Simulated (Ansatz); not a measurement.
Geometry optimisation, Ansatz, RKS B3LYP-D4/def2-SVP.

Input file:

```yaml
crystal:
  periodic: [false, false, false]
  atoms:
    - { symbol: Si, position_ang: [0.06778, 0.512398, -0.222206] }
    - { symbol: H, position_ang: [0.912302, -0.84119, 1.923211] }
    - { symbol: O, position_ang: [1.457079, -0.196844, -0.77464] }
    - { symbol: H, position_ang: [1.577945, -1.121525, -0.522758] }
    - { symbol: O, position_ang: [-0.723347, 1.347482, -1.40766] }
    - { symbol: H, position_ang: [-1.112843, 0.804169, -2.104157] }
    - { symbol: O, position_ang: [-0.867163, -0.750513, 0.320991] }
    - { symbol: H, position_ang: [-1.556538, -0.557084, 0.966193] }
    - { symbol: S, position_ang: [0.493067, 2.046449, 1.231389] }
    - { symbol: H, position_ang: [1.76379, 1.616808, 1.380304] }
    - { symbol: H, position_ang: [1.077827, -0.25975, 2.309534] }
basis:
  gaussian: { orbitals: def2-SVP }
hamiltonian:
  xc: b3lyp
  dispersion: d4
relax:
  f_tol: 0.03
  max_steps: 50
```

Launched with:

```bash
$ ansatz run input.yaml --threads 4 --pin off --max-ram 5120MiB --backend cpu --events-out ev --progress --plain --runs-dir out
```

Task: Where does it end, and by what steps?

Result: The forces met the threshold. After 16 steps the energy has fallen by 0.341 eV; H11 moved furthest, 1.16 Å.

| step | energy less start (eV) | largest force component (eV/Å) | accepted |
| --- | --- | --- | --- |
| 0 | 0.0000 | 1.568 | yes |
| 1 | -0.1587 | 0.226 | yes |
| 2 | -0.2255 | 0.196 | yes |
| 3 | -0.2593 | 0.240 | yes |
| 4 | -0.2671 | 0.225 | yes |
| 5 | -0.2771 | 0.218 | yes |
| 6 | -0.3077 | 0.122 | yes |
| 7 | -0.2464 | 1.200 | no |
| 8 | -0.3206 | 0.121 | yes |
| 9 | -0.3312 | 0.106 | yes |
| 10 | -0.3360 | 0.334 | yes |
| 11 | -0.3373 | 0.143 | yes |
| 12 | -0.3394 | 0.080 | yes |
| 13 | -0.3401 | 0.121 | yes |
| 14 | -0.3398 | 0.091 | no |
| 15 | -0.3407 | 0.047 | yes |
| 16 | -0.3408 | 0.023 | yes |

```xyz
11
Properties=species:S:1:pos:R:3
Si 0.052 0.623 -0.450
H 0.853 -1.031 2.493
O 1.273 -0.138 -1.264
H 1.607 -0.953 -0.870
O -0.994 1.260 -1.554
H -0.991 0.832 -2.419
O -0.594 -0.561 0.526
H -1.270 -0.274 1.152
S 0.610 2.325 0.719
H 1.249 1.584 1.655
H 1.295 -1.067 3.113
```

The run took 45 s on 4 threads of Arm Neoverse N1 (shared host), peak memory 0.25 GiB.
